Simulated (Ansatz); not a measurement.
Z-matrix (Å, degrees):
```
Zr
F 1 1.877
Cl 1 2.323 2 109.1
Cl 1 2.323 2 109.1 3 120.0
Cl 1 2.323 2 109.1 3 -120.0
```

Charge 0, multiplicity 1. Zr: def2 effective core potential.

(1) List the B3LYP/def2-TZVPP orbital energies in eV (the Gaussian-basis code of Ansatz). (Best estimate.)

Results:

(1) The calculation gave: Occupied: -2762.96, -2762.96, -2762.96, -672.13, -257.72, -257.72, -257.72, -196.67, -196.67, -196.67, -196.63, -196.63, -196.63, -196.63, -196.63, -196.63, -60.18, -37.39, -36.63, -36.63, -31.38, -22.63, -22.43, -22.43, -13.09, -12.66, -12.66, -11.00, -10.80, -10.80, -10.20, -10.20, -9.94, -9.63, -9.63, -9.41. Lowest empty: -2.63, -2.63, -1.78, -1.78, -1.36, -0.75, 0.65, 0.65.

B3LYP here is the variant with VWN-RPA as its local correlation; programs differ in this.
